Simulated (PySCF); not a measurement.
# Radial density of Be⁺ (beryllium, charge +1)

PBE0, [He] 2s1, 2S determinant. All numbers are calculated (PySCF 2.14, scalar relativity by spin-free X2C-1e, in x2c-SVPall).

```csv
r (bohr),4πr²ρ (e/bohr),4πr²(ρα − ρβ)
0.00708,0.01963,0.0007
0.0119,0.05471,0.0019
0.0200,0.1487,0.0052
0.0337,0.3818,0.0130
0.0567,0.8910,0.0294
0.0953,1.870,0.0581
0.160,3.187,0.0872
0.270,3.956,0.0782
0.454,2.860,0.0139
0.763,0.9293,0.0388
1.28,0.3548,0.2843
2.16,0.4447,0.4440
3.63,0.1413,0.1413
6.11,0.001500,0.0015
```

Densities and radii are taken from the X2C orbitals without a picture-change correction, which distorts them close to the nucleus.
